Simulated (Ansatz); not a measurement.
`[F][Ge]([F])([F])[SiH3]` + H₂S → `[F][Ge]([F])([F])[SH]` + SiH₄ at 700 K and 1 bar (cleavage of the Ge–Si bond).

Computed with Ansatz on PBE0-D4/def2-TZVP structures; ΔE is electronic, products minus reactants. CCSD(T)/CBS adds triple-zeta CCSD(T) − MP2 to the extrapolated MP2 energy (def2 sets, frozen cores). This one scheme is used for every species. For Ge outer-core shells are correlated without core-valence functions, which leaves a few kJ/mol of doubt a bond. Scalar relativity is left out up to krypton. Each species was taken in one conformer, which may not be the lowest.

| species | CCSD(T)/CBS energy (Eh) | H − E (kJ/mol) | S (J/(mol·K)) |
| --- | --- | --- | --- |
| `[F][Ge]([F])([F])[SiH3]` | -2666.49147 | 161.8 | 474.3 |
| H₂S | -398.97279 | 64.8 | 236.9 |
| `[F][Ge]([F])([F])[SH]` | -2774.00787 | 109.0 | 447.3 |
| SiH₄ | -291.46306 | 115.5 | 252.9 |

H − E and S are ideal-gas, rigid-rotor, harmonic terms from PBE0-D4/def2-TZVP, for one conformer and one mirror image of each species. 1 Eh = 2625.50 kJ/mol, R = 8.31446 J/(mol·K).

Task: By hand: ΔE, ΔH, ΔS and ΔG.

Result: ΔE = (-2774.00787) + (-291.46306) − (-2666.49147) − (-398.97279) = -0.00667 Eh = -17.5 kJ/mol. Δ(H − E) = 109.0 + 115.5 − 161.8 − 64.8 = -2.1, so ΔH = -19.6 kJ/mol. ΔS = 447.3 + 252.9 − 474.3 − 236.9 = -11.0 J/(mol·K). ΔG = -19.6 − 700 × (-11.0)/1000 = -11.9 kJ/mol.

Task: By hand: the equilibrium constant, and the temperature at which ΔG would vanish if ΔH and ΔS stayed fixed.

Result: log₁₀ K = −ΔG/(RT ln 10) = 0.9. ΔG = 0 at ΔH/ΔS = 1782 K, though so small a ΔS makes that figure unsure.

TΔS isn't small against ΔH here. A doubt of 5 kJ/mol in ΔE shifts log₁₀ K by 0.4 here. Other conformers and mirror images would add mixing entropy, several J/(mol·K) or more a flexible species. These are equilibria of isolated gas molecules and say nothing of rates. Largest T1 diagnostic: 0.013 (customary marks: 0.02 for closed shells, 0.045 for open ones).
